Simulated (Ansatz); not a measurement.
One change: `N[SiH](F)S` becomes `NC(F)S`.

Ansatz, PBE0-D4/def2-TZVP geometries, multiplicity 1. Each molecule was computed in one conformer, which needn't be the lowest.

```
                                          property  `N[SiH](F)S`
    size of the dipole moment (PBE/def2-TZVPP) / D          1.55
           HOMO–LUMO gap (ωB97M-V/def2-TZVPP) / eV         11.95
size of the dipole moment (ωB97M-V/def2-TZVPP) / D          1.55
               HOMO–LUMO gap (PBE/def2-TZVPP) / eV          5.89
               LUMO energy (B3LYP/def2-TZVPP) / eV          0.11
                LUMO energy (PBE0/def2-TZVPP) / eV          0.40
```

(1) Give the same properties after the change, and the shifts. (Estimate.)

Results:

(1) Computed: 
| property | `NC(F)S` | shift |
| --- | --- | --- |
| size of the dipole moment (PBE/def2-TZVPP) / D | 1.86 | 0.31 |
| HOMO–LUMO gap (ωB97M-V/def2-TZVPP) / eV | 11.52 | -0.43 |
| size of the dipole moment (ωB97M-V/def2-TZVPP) / D | 1.96 | 0.41 |
| HOMO–LUMO gap (PBE/def2-TZVPP) / eV | 5.23 | -0.66 |
| LUMO energy (B3LYP/def2-TZVPP) / eV | -0.16 | -0.27 |
| LUMO energy (PBE0/def2-TZVPP) / eV | 0.15 | -0.25 |

With PBE0 the HOMO rises by 0.34 eV and the LUMO falls by 0.25 eV, so the gap narrows by about 0.59 eV. PBE moves the HOMO by 0.39 eV and ωB97M-V by 0.28 eV. Dipoles are sizes alone; their direction can turn.

B3LYP here is the variant with VWN-RPA as its local correlation; programs differ in this.
